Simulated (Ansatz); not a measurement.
C₄H₇B, SMILES `C#CB(C)C`. Total charge 0; spin multiplicity 1.

```xyz
12

C     1.097   -1.496   -1.916
C     0.600   -0.820   -1.047
B    -0.028    0.036    0.048
C     0.839    1.134    0.748
C    -1.522   -0.205    0.443
H     1.536   -2.093   -2.682
H     0.478    1.403    1.743
H     0.746    2.039    0.129
H     1.905    0.903    0.788
H    -1.512   -0.972    1.231
H    -2.140   -0.604   -0.363
H    -1.999    0.675    0.880
```

Question: What are the harmonic wavenumbers in cm⁻¹ at PBE0-D4/def2-TZVP (Ansatz, finite differences of forces, unscaled)? (Best estimate.)

Answer: The calculation gave: 72, 114, 155, 197, 298, 418, 499, 618, 653, 688, 771, 853, 859, 911, 1160, 1182, 1315, 1324, 1433, 1435, 1461, 1464, 2166, 3016, 3018, 3094, 3095, 3142, 3143, 3468.

Question: Is this a minimum?

Answer: Yes, all 30 modes are real.

Question: Give the ideal-gas thermochemistry at 298.15 K and 1 bar (rigid rotor, harmonic oscillator; point group C2, symmetry number 2).

Answer: Zero-point energy 251.4 kJ/mol; H(298) − E = 272.8 kJ/mol; entropy 335.4 J/(mol·K), of which translation 161.1, rotation 102.9, vibration 71.4; G(298) − E = 172.8 kJ/mol. Modes under 100 cm⁻¹ are hindered rotations or soft bends, so the harmonic entropy is rough.
